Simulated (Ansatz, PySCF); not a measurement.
Reaction (SMILES): O=S(F)F -> O=S(F)F as triplet, charge 0
Structures are relaxed separately at B3LYP-D3(BJ)/def2-TZVP in Ansatz (a first-principles code). A spin state is the lowest found, not a proven ground state.

Property: adiabatic triplet-singlet gap (0 K, with B3LYP-D3(BJ) harmonic zero-point energies from PySCF), in kcal/mol. Cores are frozen in the correlated levels unless marked. Open shells are spin-unrestricted. Spin-orbit coupling is left out. No relativistic terms. CBS(X,Y): correlation extrapolated as X^-3; Hartree-Fock from the larger set. [CCSD(T)-MP2]/basis is that difference in the basis named.

```tsv
level	program	adiabatic triplet-singlet gap (kcal/mol)
PBE-D3(BJ)/def2-TZVPD	Ansatz + dftd3	70.3
PW6B95-D4/def2-TZVPD	PySCF + dftd4	[?]
HSE06-D4/def2-TZVPD	Ansatz + dftd4	74.8
LC-wPBE/def2-TZVPD	Ansatz	77.5
SCS-MP2/cc-pV(D+d)Z	Ansatz	82.3
CCSD/cc-pVTZ	Ansatz	81.2
RI-MP2/CBS(cc-pV(T+d)Z,cc-pV(Q+d)Z)+[CCSD(T)-MP2]/cc-pV(T+d)Z	Ansatz	[?]
```

Q: What belongs in the gaps?

A: 
- PW6B95-D4/def2-TZVPD, adiabatic triplet-singlet gap (kcal/mol): 77.6
- RI-MP2/CBS(cc-pV(T+d)Z,cc-pV(Q+d)Z)+[CCSD(T)-MP2]/cc-pV(T+d)Z, adiabatic triplet-singlet gap (kcal/mol): 85.0
